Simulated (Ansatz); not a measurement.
## Nudged elastic band run: ClH6MgNO2

input.yaml

```yaml
crystal:
  periodic: [false, false, false]
  atoms:
    - { symbol: Mg, position_ang: [-0.533655, -1.273332, -0.600347] }
    - { symbol: O, position_ang: [0.421045, -1.34156, 0.96778] }
    - { symbol: Cl, position_ang: [-1.737892, -2.462631, -2.043679] }
    - { symbol: H, position_ang: [0.097976, 1.203481, -0.294522] }
    - { symbol: "N", position_ang: [-0.331257, 0.766642, -1.125421] }
    - { symbol: H, position_ang: [0.868294, 0.23043, 1.35526] }
    - { symbol: O, position_ang: [0.91764, 1.213787, 1.32078] }
    - { symbol: H, position_ang: [0.698285, -2.04927, 1.537792] }
    - { symbol: H, position_ang: [0.281054, 0.941954, -1.914568] }
    - { symbol: H, position_ang: [-1.197682, 1.249739, -1.333683] }
    - { symbol: H, position_ang: [0.516191, 1.520759, 2.130708] }
basis:
  gaussian: { orbitals: def2-SVP }
hamiltonian:
  xc: { name: BHLYP }
  dispersion: d4
neb:
  order_check: false
  images: 5
  f_tol: 0.05
  max_iterations: 60
  final_atoms:
    - { symbol: Mg, position_ang: [-0.6049031, -1.06693595, -0.8671428] }
    - { symbol: O, position_ang: [0.1391254, -1.23058831, 0.95858045] }
    - { symbol: Cl, position_ang: [-1.20568063, -3.00351735, -1.77507381] }
    - { symbol: H, position_ang: [0.53366302, 1.20244166, 0.24158971] }
    - { symbol: "N", position_ang: [-0.41039402, 0.88215425, -1.11282174] }
    - { symbol: H, position_ang: [0.56637115, -0.36431494, 1.24778363] }
    - { symbol: O, position_ang: [1.02705966, 1.10054503, 1.11948506] }
    - { symbol: H, position_ang: [0.43617072, -1.97122749, 1.47965651] }
    - { symbol: H, position_ang: [0.06513532, 1.21775352, -1.94274922] }
    - { symbol: H, position_ang: [-1.24486325, 1.45513755, -1.05456402] }
    - { symbol: H, position_ang: [0.69831472, 1.77855102, 1.70535625] }
  initial_path:
    images:
      - { positions_ang: [[-0.533655, -1.273332, -0.600347], [0.421045, -1.34156, 0.96778], [-1.737892, -2.462631, -2.043679], [0.097976, 1.203481, -0.294522], [-0.331257, 0.766642, -1.125421], [0.868294, 0.23043, 1.35526], [0.91764, 1.213787, 1.32078], [0.698285, -2.04927, 1.537792], [0.281054, 0.941954, -1.914568], [-1.197682, 1.249739, -1.333683], [0.516191, 1.520759, 2.130708]] }
      - { positions_ang: [[-0.69691187, -1.29264067, -0.62451011], [0.32806942, -1.33879369, 1.12638227], [-1.56674814, -2.60688834, -2.06608226], [0.18724376, 1.17596313, -0.21346813], [-0.36517855, 0.85411186, -1.12426722], [0.79197009, 0.09714478, 1.33513296], [0.95910117, 1.1467847, 1.22342313], [0.76484613, -2.0019748, 1.5457922], [0.23041918, 1.01221161, -1.92786887], [-1.17530206, 1.41990545, -1.25354244], [0.54248987, 1.53417498, 1.97910848]] }
      - { positions_ang: [[-0.86016874, -1.31194934, -0.64867323], [0.23509384, -1.33602739, 1.28498454], [-1.39560428, -2.75114569, -2.08848552], [0.27651153, 1.14844527, -0.13241426], [-0.39910009, 0.94158171, -1.12311345], [0.71564617, -0.03614044, 1.31500593], [1.00056235, 1.0797824, 1.12606626], [0.83140725, -1.9546796, 1.5537924], [0.17978436, 1.08246922, -1.94116974], [-1.15292212, 1.5900719, -1.17340188], [0.56878874, 1.54759096, 1.82750896]] }
      - { positions_ang: [[-1.02342562, -1.331258, -0.67283634], [0.14211826, -1.33326108, 1.4435868], [-1.22446043, -2.89540303, -2.11088878], [0.36577929, 1.1209274, -0.0513604], [-0.43302164, 1.02905157, -1.12195967], [0.63932226, -0.16942566, 1.29487889], [1.04202352, 1.01278009, 1.02870939], [0.89796838, -1.90738441, 1.5617926], [0.12914954, 1.15272683, -1.95447061], [-1.13054218, 1.76023835, -1.09326132], [0.59508761, 1.56100694, 1.67590944]] }
      - { positions_ang: [[-0.88391811, -1.24315065, -0.73760516], [0.14112064, -1.29903682, 1.28191802], [-1.21820049, -2.93144113, -1.99895046], [0.42174053, 1.14809882, 0.04628964], [-0.4254791, 0.98008579, -1.11891369], [0.61500522, -0.23438875, 1.27918047], [1.03703556, 1.04203507, 1.05896794], [0.74403583, -1.92866543, 1.5344139], [0.10781147, 1.1744024, -1.95056348], [-1.16864921, 1.65853809, -1.08036222], [0.62949665, 1.63352163, 1.68572505]] }
      - { positions_ang: [[-0.7444106, -1.1550433, -0.80237398], [0.14012302, -1.26481257, 1.12024923], [-1.21194056, -2.96747924, -1.88701214], [0.47770178, 1.17527024, 0.14393967], [-0.41793656, 0.93112002, -1.11586772], [0.59068819, -0.29935185, 1.26348205], [1.03204761, 1.07129005, 1.0892265], [0.59010328, -1.94994646, 1.50703521], [0.0864734, 1.19607796, -1.94665635], [-1.20675623, 1.55683782, -1.06746312], [0.66390569, 1.70603633, 1.69554065]] }
      - { positions_ang: [[-0.6049031, -1.06693595, -0.8671428], [0.1391254, -1.23058831, 0.95858045], [-1.20568063, -3.00351735, -1.77507381], [0.53366302, 1.20244166, 0.24158971], [-0.41039402, 0.88215425, -1.11282174], [0.56637115, -0.36431494, 1.24778363], [1.02705966, 1.10054503, 1.11948506], [0.43617072, -1.97122749, 1.47965651], [0.06513532, 1.21775352, -1.94274922], [-1.24486325, 1.45513755, -1.05456402], [0.69831472, 1.77855102, 1.70535625]] }
```

Launched with:

```bash
$ ansatz run input.yaml --threads 2 --pin off --max-ram 3072MiB --backend cpu --events-out ev --progress --plain --runs-dir out
```

Output, in part (warnings, iteration lines, the closing report on the highest movable image, with atoms numbered from 0):

```
NEB end point (image 0): max|allowed force component| = 2.786e-2 eV/Å (the criterion of neb.relax_end_points is 1.000e-2)
NEB end point (image 6): max|allowed force component| = 1.702e-2 eV/Å (the criterion of neb.relax_end_points is 1.000e-2)
NEB iter   1: max|band force component| = 3.792e0 eV/Å  barrier→ = 2.4774 eV  barrier← = 1.7791 eV  Δτ_max = 0.2000 Å  (194 SCF iters)
NEB iter   2: max|band force component| = 1.602e0 eV/Å  barrier→ = 1.3046 eV  barrier← = 0.6064 eV  Δτ_max = 0.2000 Å  (158 SCF iters)
NEB iter   3: max|band force component| = 1.549e0 eV/Å  barrier→ = 1.0164 eV  barrier← = 0.3181 eV  Δτ_max = 0.0986 Å  (155 SCF iters)
NEB iter   4: max|band force component| = 8.874e-1 eV/Å  barrier→ = 0.8714 eV  barrier← = 0.1732 eV  Δτ_max = 0.0994 Å  (157 SCF iters)
NEB iter   5: max|band force component| = 7.621e-1 eV/Å  barrier→ = 0.8403 eV  barrier← = 0.1421 eV  Δτ_max = 0.0987 Å  (156 SCF iters)
NEB iter   6: max|band force component| = 2.647e-1 eV/Å  barrier→ = 0.7879 eV  barrier← = 0.0897 eV  CI = image 4  Δτ_max = 0.1101 Å  (154 SCF iters)
NEB iter   7: max|band force component| = 3.245e-1 eV/Å  barrier→ = 0.7868 eV  barrier← = 0.0886 eV  CI = image 4  Δτ_max = 0.0211 Å  (156 SCF iters)
NEB iter   8: max|band force component| = 2.155e-1 eV/Å  barrier→ = 0.7846 eV  barrier← = 0.0864 eV  CI = image 4  Δτ_max = 0.0108 Å  (163 SCF iters)
NEB iter   9: max|band force component| = 5.481e-2 eV/Å  barrier→ = 0.7840 eV  barrier← = 0.0858 eV  CI = image 4  Δτ_max = 0.0067 Å  (126 SCF iters)
NEB iter  10: max|band force component| = 2.648e-2 eV/Å  barrier→ = 0.7838 eV  barrier← = 0.0856 eV  CI = image 4  Δτ_max = 0.0000 Å  (263 SCF iters)
Total energy: -23640.37435758 eV, -868.7677336197 hartree
Atom 0 at    -0.578827    -1.120672    -0.768961 Å, force     0.000246    -0.007007     0.004470 eV/Å
Atom 1 at     0.256860    -1.211767     0.969171 Å, force     0.002327    -0.024787     0.009930 eV/Å
Atom 2 at    -1.408714    -2.857684    -1.870367 Å, force    -0.001329    -0.000669     0.000335 eV/Å
Atom 3 at     0.361310     1.134123     0.083241 Å, force    -0.002405     0.003020    -0.003773 eV/Å
Atom 4 at    -0.354728     0.869426    -1.038903 Å, force     0.009130    -0.000077    -0.007562 eV/Å
Atom 5 at     0.653753    -0.196309     1.197893 Å, force     0.011069     0.033743    -0.000071 eV/Å
Atom 6 at     0.951006     1.054808     1.068554 Å, force     0.002983    -0.009770     0.011887 eV/Å
Atom 7 at     0.566496    -1.905178     1.543287 Å, force    -0.010534     0.005528    -0.016248 eV/Å
Atom 8 at     0.174283     1.168403    -1.850707 Å, force    -0.003462    -0.000205     0.004019 eV/Å
Atom 9 at    -1.196624     1.433686    -1.063545 Å, force    -0.005161     0.002768    -0.000084 eV/Å
Atom 10 at     0.575184     1.631164     1.730437 Å, force    -0.002864    -0.002546    -0.002904 eV/Å
Dipole moment:     0.162692     0.690017     0.613031 e Å
```

The forces met the threshold. A vibrational analysis at the climbing image gives one clearly imaginary mode, 1070i cm⁻¹: a first-order saddle point. The orbitals stay closed-shell, which can raise the energy where a bond breaks towards radicals; this wasn't checked here.

Final band (atoms are numbered from 1 in the order of the input):

```json
{"image": "0", "path coordinate (Å)": "0.00", "energy (eV)": "0.00", "H4–N5 (Å)": "1.03", "H6–O7 (Å)": "0.99", "O2–H6 (Å)": "1.68"}
{"image": "1", "path coordinate (Å)": "0.39", "energy (eV)": "0.00", "H4–N5 (Å)": "1.03", "H6–O7 (Å)": "0.99", "O2–H6 (Å)": "1.67"}
{"image": "2", "path coordinate (Å)": "0.79", "energy (eV)": "0.05", "H4–N5 (Å)": "1.04", "H6–O7 (Å)": "0.99", "O2–H6 (Å)": "1.60"}
{"image": "3", "path coordinate (Å)": "1.18", "energy (eV)": "0.30", "H4–N5 (Å)": "1.09", "H6–O7 (Å)": "1.05", "O2–H6 (Å)": "1.41"}
{"image": "4", "path coordinate (Å)": "1.58", "energy (eV)": "0.78", "H4–N5 (Å)": "1.36", "H6–O7 (Å)": "1.29", "O2–H6 (Å)": "1.11"}
{"image": "5", "path coordinate (Å)": "1.91", "energy (eV)": "0.71", "H4–N5 (Å)": "1.62", "H6–O7 (Å)": "1.49", "O2–H6 (Å)": "1.02"}
{"image": "6", "path coordinate (Å)": "2.24", "energy (eV)": "0.70", "H4–N5 (Å)": "1.68", "H6–O7 (Å)": "1.54", "O2–H6 (Å)": "1.01"}
```

The run took 2 min on 2 threads of Intel(R) Xeon(R) Platinum 8488C (Sapphire Rapids) (shared host), peak memory 0.25 GiB.
